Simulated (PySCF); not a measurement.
Job for PySCF: R-BP86/6-31G* on C2H6F2 (a complex), monomers drawn apart or pushed together.

```python
from pyscf import gto, scf, dft, mp
from pyscf.data.elements import chemcore

mol = gto.M(
    atom='''
    C    -0.02521954   -0.03456342   -0.24427788
    H     0.30674190    0.85721560    0.28550750
    H    -1.10735104   -0.00543579   -0.37181517
    H     0.44892211   -0.07179702   -1.22398833
    H     0.25411508   -0.91839595    0.32751309
    F     0.29621999    1.13400355    2.85768583
    C    -0.51679357    0.05013243    2.99974510
    F     0.24338977   -1.07627769    2.90304708
    H    -1.24485233    0.05087010    2.18797724
    H    -0.96953918    0.08130013    3.99211109
    ''',
    basis='6-31g*',
    cart=True,
    charge=0, spin=0, verbose=3, max_memory=1800)
mf = dft.RKS(mol, xc='b88,p86')
mf.conv_tol = 1e-8
mf.max_cycle = 100
mf.kernel()
if not mf.converged:
    mf = mf.newton().run(mf.mo_coeff, mf.mo_occ)
```

Output:

```
converged SCF energy = -279.47993310729
```

Self-consistency was reached.

Cost: about 5 core-seconds (a rough figure).
